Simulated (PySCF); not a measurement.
Simulated absorption spectrum

Compound: C5H7NOSi.
Atom-mapped SMILES: `[SiH3:1]/[CH:2]=[CH:3]/[c:4]1[n:5][cH:6][cH:7][o:8]1` (hydrogens: H9, H10, H11 on Si1; H12 on C2; H13 on C3; H14 on C6; H15 on C7)

Method: TDDFT CAM-B3LYP/def2-SVPD, vertical, gas phase, core orbitals frozen in the response in PySCF 2.14.0, density-fitted response routines. One conformer (not necessarily the lowest) at the GFN2-xTB geometry, without solvent, vibrations or thermal averaging. Torsions of this conformer, `[SiH3:1]/[CH:2]=[CH:3]/[c:4]1[n:5][cH:6][cH:7][o:8]1`: C2–C3–C4–N5 0°.

Computed states:

| state | E (eV) | f |
| --- | --- | --- |
| S1 | 4.87 | 0.646 |
| S2 | 5.68 | 0.0024 |
| S3 | 6.49 | 0.0009 |
| S4 | 6.54 | 0.022 |
| S5 | 6.67 | 0.052 |
| S6 | 7.00 | 0.0042 |
| S7 | 7.01 | 0.038 |
| S8 | 7.49 | 0.0041 |

Each state is given a Gaussian of 0.4 eV full width at half maximum, with ε(max) = 2.175×10⁸ f / Δν̃ (Δν̃ the width in cm⁻¹). The cross-section is σ = 3.8235×10⁻²¹ ε cm², given in Mb (10⁻¹⁸ cm²). The width is an assumption, not a result. The curve ends short of the highest state used, and states not computed would add to its high-energy end.

Problem. What does the envelope look like, and where are its maxima?

Solution. 
λ (nm), σ (Mb) and a bar:
```
    180.0      14.78 ###
    183.8      18.00 ###
    187.6      18.57 ###
    191.4      12.64 ##
    195.2       5.51 #
    199.0       1.60 
    202.8       0.34 
    206.6       0.14 
    210.4       0.28 
    214.2       0.49 
    218.0       0.61 
    221.8       0.55 
    225.6       0.54 
    229.4       1.38 
    233.2       5.47 #
    237.0      17.75 ###
    240.8      44.09 ########
    244.6      85.02 ################
    248.4     130.06 ########################
    252.2     160.98 #############################
    256.0     164.15 ##############################
    259.8     140.22 ##########################
    263.6     101.87 ###################
    267.4      63.83 ############
    271.2      34.93 ######
    275.0      16.89 ###
    278.8       7.30 #
    282.6       2.84 
    286.4       1.01 
    290.2       0.33
```

Maxima: 254 nm (4.87 eV), ε about 44000, made up of S1 (100%); 218 nm (5.68 eV), ε about 160, made up of S2 (100%); 186 nm (6.66 eV), ε about 5000, made up of S4 (23%) and S5 (70%) (ε in L mol⁻¹ cm⁻¹; maxima over ε = 5, shares over 10%).

Problem. On this curve, what absorbance would a 10⁻⁴ mol/L sample give at 193 nm over a 1 cm path?

Solution. 193 nm is 6.424 eV, where ε is about 2500 L mol⁻¹ cm⁻¹, so A = ε c l ≈ 0.25 (Beer–Lambert, with the gas-phase spectrum and the assumed width).

Problem. What would ε be at 4.87 eV, the highest of these maxima, with half the width (0.2 eV)?

Solution. About 87100 L mol⁻¹ cm⁻¹ against 43600, a factor of about 2.00; a lone state at its own centre would give exactly 2.

Hardware: one thread, Arm Neoverse N1 (aarch64), no GPU, shared host. Cost: 96 s, 1.0 GiB resident at most.
